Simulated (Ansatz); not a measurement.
Reaction (redistribution): `C[N](C)[Ge]([F])([F])[F]` + `CB[SiH3]` → `[F][Ge]([F])([F])[SiH3]` + `CBN(C)C`

Calculated with Ansatz (gas phase, PBE0-D4/def2-TZVP geometries, no zero-point term in ΔE). CBS: MP2 limit from def2 TZ/QZ plus the TZ coupled-cluster correction, frozen cores. Functionals use def2-TZVPP. For Ge outer-core shells are correlated without core-valence functions, which leaves a few kJ/mol of doubt a bond. Scalar relativity is left out up to krypton. Each species was taken in one conformer, which may not be the lowest.

CCSD(T)/CBS gives -1.78 eV.

**Question.** Another level gave -1.83 eV. Which?
A. CCSD/def2-TZVPP
B. PBE-D4/def2-TZVPP
C. r2SCAN/def2-TZVPP
D. ωB97X-V/def2-TZVPP

**Answer.** C. r2SCAN -1.83, ωB97X-V -1.75, PBE-D4 -1.92, CCSD/def2-TZVPP -1.70 eV.

Largest T1 diagnostic among the species: 0.013.

At CCSD(T), def2-SVP lies +0.04 eV from the extrapolated value and def2-TZVPP +0.05 eV. From r2SCAN to r2SCAN0 (25 % exact exchange), in def2-TZVPP and without D4, ΔE moves by +0.03 eV.
